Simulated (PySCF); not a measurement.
**Electronic absorption of C5H6AlF3O2**

Species: C₅H₆AlF₃O₂.
SMILES: `FC(F)(F)CC1=C[O][AlH2-][O+]=C1`

Level of theory: TDDFT CAM-B3LYP/def2-SVPD, vertical, gas phase, core orbitals frozen in the response (PySCF). One conformer (not necessarily the lowest) at the PBE0-D3(BJ)/def2-SVP geometry, without solvent, vibrations or thermal averaging. Torsions of this conformer, `[F:1][C:2]([F:3])([F:4])[CH2:5][C:6]1=[CH:7][O:8][AlH2-:9][O+:10]=[CH:11]1`: F1–C2–C5–C6 61°, C2–C5–C6–C7 -87°.

| state | E (eV) | E (hartree) | f | main configurations (H = HOMO, L = LUMO) |
| --- | --- | --- | --- | --- |
| S1 | 4.24 | 0.1556 | 0.059 | H→L (98%) |
| S2 | 4.57 | 0.1680 | 0.0015 | H-2→L (98%) |
| S3 | 5.45 | 0.2004 | 0.092 | H-1→L (98%) |
| S4 | 5.91 | 0.2170 | 0.0003 | H-3→L (52%), H-4→L (40%) |
| S5 | 6.81 | 0.2501 | 0.0000 | H-4→L (32%), H-3→L (29%), H→L+3 (26%) |
| S6 | 6.88 | 0.2529 | 0.045 | H→L+1 (76%) |
| S7 | 6.90 | 0.2536 | 0.0000 | H→L+3 (47%), H-4→L (18%), H-3→L (17%) |
| S8 | 7.34 | 0.2697 | 0.116 | H→L+2 (51%), H→L+4 (21%), H-1→L+1 (9%) |
| S9 | 7.77 | 0.2857 | 0.084 | H→L+6 (34%), H→L+4 (19%), H→L+2 (17%) |
| S10 | 7.86 | 0.2889 | 0.149 | H-1→L+1 (30%), H→L+4 (24%), H-1→L+2 (13%) |

Triplets (Tamm–Dancoff): T1 2.81 eV, H→L (75%), H-1→L (24%); T2 4.21 eV, H-2→L (97%); T3 4.99 eV, H-1→L (74%), H→L (24%); T4 5.59 eV, H-4→L (48%), H-3→L (40%).

The lowest singlet comes at 293 nm (409 kJ/mol) in the ultraviolet; it is of moderate strength; its leading configuration is HOMO→LUMO (98%). The strongest level in the table is S10 at 7.86 eV (158 nm, f = 0.149). It is the last of those listed, so stronger ones may follow. Löwdin shares by element: HOMO hydrogen 28% or more, carbon 17% or more, aluminium 17% (atoms not listed hold the other 38%); LUMO carbon 49% or more, oxygen 30% (atoms not listed hold the other 20%). Weighted by f, the mean energy of these states is 6.85 eV. The listed states span 3.63 eV, and the widest gap between neighbours is 0.90 eV (S4 to S5). Of the 10 states listed, 6 reach f = 0.01 and 3 stay under 0.0005. The window holds the lowest 10 singlets.
